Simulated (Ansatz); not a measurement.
isocyanic acid (CHNO), singlet, at a GFN2-xTB geometry. Base run: Ansatz (a quantum-chemistry and plane-wave program) with HF/aug-cc-pVDZ.

Geometry (Å):
```xyz
4

N     -1.0902     0.1955     0.2632
C      0.0481    -0.0494     0.0138
O      1.1455    -0.1055    -0.3388
H     -1.8210    -0.2281     0.7854
```
All else is at Ansatz's defaults.
Base energy -167.78966 Eh.

The base run was repeated with changes; each row names its change, and settings that it needs were set with it.

```
change                                                            ΔE vs base (µEh)
----------------------------------------------------------------  ----------------
base                                                                           0.0
point_charge = charge:0.5 position_ang:-0.5398, 3.5149, -2.8212              -2876
lower_state_search = off                                                       0.0
fitting.mean_field = def2-universal-JKFIT                                     90.7
forces = on                                                                   -7.2
lower_state_search = light                                                     0.0
accuracy = high                                                               -8.0
fitting.mean_field = cc-pVTZ-JKFIT                                            79.6
nuclear_model = gaussian                                                      23.0
lower_state_search = full                                                      0.0
point_charge = charge:1.0 position_ang:-0.9657, -4.5459, -0.9059              3610
```
